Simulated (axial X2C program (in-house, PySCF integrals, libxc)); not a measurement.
**CaTi: cheaper levels and CCSD(T), 2c**

Computed with an in-house all-electron X2C program for linear molecules (integrals from PySCF). Two-component (2c) means X2C with spin–orbit coupling and atomic mean-field two-electron Coulomb and Gaunt terms. Basis: Ti dyall-cv3z [10s10p6d4f2g], Ca dyall-cv3z [11s12p6d4f] (cores contracted in-house); Gaussian nuclei, density fitting, unrestricted open shells. Masses: Ti 47.948 u, Ca 39.963 u.

State: Ω = 4 (⟨Sz⟩ = 2.00, ⟨Lz⟩ = 2.00 at HF); fragments Ti + Ca.

```tsv
level	Re (Å)	ωe (cm⁻¹)
PBE0	3.185	141.0
MP2	3.371	109.2
CCSD	3.236	131.2
BLYP	3.104	154.9
```

Correlated methods: 6 electrons correlated (number of frozen shells: Ti 3 s, 2 p; Ca 3 s, 2 p), 334 virtual spin orbitals or spinors in MP2, 90 natural virtuals in coupled cluster.

CCSD(T), same Hamiltonian and basis:

Re = 3.161 Å, ωe = 156.7 cm⁻¹; T1 = 0.078 (Lee–Taylor normalisation).

Task: Give the differences from CCSD(T) in the columns below.

Result: 

```json
{"level": "PBE0", "ΔRe (Å)": "0.024", "Δωe (cm⁻¹)": "-15.7"}
{"level": "MP2", "ΔRe (Å)": "0.210", "Δωe (cm⁻¹)": "-47.5"}
{"level": "CCSD", "ΔRe (Å)": "0.075", "Δωe (cm⁻¹)": "-25.5"}
{"level": "BLYP", "ΔRe (Å)": "-0.057", "Δωe (cm⁻¹)": "-1.8"}
```

One determinant describes the state; a PBE0 search over occupations chose it and may have missed a lower one. De is not given where an atomic determinant may have missed its ground term or J level, or where the truncated virtual space spoils (T). Density functionals use the spin component along the axis (collinear). CCSD and (T) use frozen natural virtuals with an MP2 correction for the truncation; (T) itself is uncorrected, so its De runs slightly low. PBE0 can misorder states that lie within some tenths of an eV, so this need not be the ground state of the molecule. The nearest other spin-free determinant of the search, M_S = 2, Λ = 3, lies 0.14 eV up at the distance of the search. The functionals have no current-density term, which raises determinants with orbital currents, atoms included. The spin of this state cannot come from the lowest atoms; the curve heads to a higher limit, and no De is given. With several unpaired electrons one determinant need not be a pure state. A state of lower Ω lies just above, and one determinant can place such states too high, so the state shown need not be the lowest. The search has Ω = 1 only 0.11 eV up. The outer-core s and p shells of the metal are frozen in the correlated rows, which leaves out core–valence correlation; for alkali and alkaline-earth bonds that tends to lengthen them. Open-shell Ω = 0 determinants with evenly filled partner blocks cannot be reached by this program, so the Ω shown need not be the lowest component. At some level and bond length an empty orbital lies below a filled one. The determinant is spin-polarised beyond a pure state at some levels (its spin-free form has ⟨S²⟩ too high), which makes Re and μ there less reliable. The T1 diagnostic is large, a sign of multireference character. The levels of this run spread widely (ωe from 109 to 157 cm⁻¹), so these constants depend on the method.
